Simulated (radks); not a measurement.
All-electron atom: Co V in [Ar] 3d5. All-electron calculation, Dirac Kohn-Sham, LDA (Slater exchange, Perdew-Wang correlation), spin-unpolarised, spherical densities, point nucleus; open shells fill j = l - 1/2 first. Program: a radial shooting solver on a logarithmic mesh with Libxc functionals.

Unscreened Slater integrals over Kohn-Sham orbitals (cm^-1). Large and small components are both included. Empty in this configuration: 4s1/2.

F0(3d5/2,3d5/2): 229040
F2(3d5/2,3d5/2): 108520
F4(3d5/2,3d5/2): 68023
F0(3d5/2,3d3/2): 229440
F2(3d5/2,3d3/2): 108690
G2(3d5/2,3d3/2): 108590
G4(3d5/2,3d3/2): 68065
F0(3d5/2,3p3/2): 237790
F2(3d5/2,3p3/2): 114050
G1(3d5/2,3p3/2): 140190
G3(3d5/2,3p3/2): 85947
F0(3d5/2,3p1/2): 239060
G3(3d5/2,3p1/2): 86432
F0(3d5/2,4s1/2): 122760
G2(3d5/2,4s1/2): 14436
F0(3d3/2,3d3/2): 229850
F2(3d3/2,3d3/2): 108860
F0(3d3/2,3p3/2): 238230
F2(3d3/2,3p3/2): 114220
G1(3d3/2,3p3/2): 140300
G3(3d3/2,3p3/2): 86019
F0(3d3/2,3p1/2): 239500
G1(3d3/2,3p1/2): 141390
F0(3d3/2,4s1/2): 122820
G2(3d3/2,4s1/2): 14349
F0(3p3/2,3p3/2): 249120
F2(3p3/2,3p3/2): 124870
F0(3p3/2,3p1/2): 250490
G2(3p3/2,3p1/2): 125420
F0(3p3/2,4s1/2): 124410
G1(3p3/2,4s1/2): 10261
F0(3p1/2,3p1/2): 251880
F0(3p1/2,4s1/2): 124590
G1(3p1/2,4s1/2): 10187
F0(4s1/2,4s1/2): 98566
